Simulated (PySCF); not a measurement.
# Computed vibrations of YCl3(H2O)

YCl3(H2O) (singlet). PySCF 2.14.0, RKS PBE0, Y def2-SVP with ECP28, Cl def2-SVP, O def2-SVP, H def2-SVP; non-relativistic Hamiltonian with scalar-relativistic core potentials where named; density fitting; no spin-orbit coupling. Central differences of gradients.

```xyz
7

Y    -0.0017   -0.0421    0.0421
Cl    1.0617    1.9180    1.0942
Cl   -1.4682   -1.4351    1.4351
Cl    1.0617   -1.0942   -1.9180
O    -1.2640    1.3492   -1.3492
H    -1.2622    2.3055   -1.2039
H    -1.2622    1.2039   -2.3055
```

Run from Python with OMP_NUM_THREADS=2. Where DIIS fails, smearing, a level shift and second-order steps follow.
It took 89 s on 2 threads of Arm Neoverse V1, on a shared host.

**Question.** What are the harmonic wavenumbers and infrared intensities?

**Answer.** Modes are labelled in Cs; negative numbers are unstable modes, those under 60 cm⁻¹ near the noise; a finer grid moves soft modes by up to 10 cm⁻¹.
```csv
cm⁻¹,km/mol,symmetry
-47,–,a''
56,26.8,a'
91,41.7,a'
100,1.6,a''
102,1.5,a'
184,21.5,a''
315,178.7,a'
326,2.5,a'
337,42.1,a'
372,80.2,a''
392,186.3,a'
495,78.5,a''
1602,108.6,a'
3826,144.3,a'
3918,182.0,a''
```

**Question.** Is this a minimum?

**Answer.** Probably not: 1 unstable, though so soft as to be near the noise; the lowest moves the atoms so:
```
Y    0.00  0.03  0.03
Cl   0.06 -0.04  0.08
Cl   0.00  0.02  0.02
Cl  -0.06  0.08 -0.04
O    0.00 -0.23 -0.23
H   -0.53 -0.22 -0.32
H    0.53 -0.32 -0.22
```
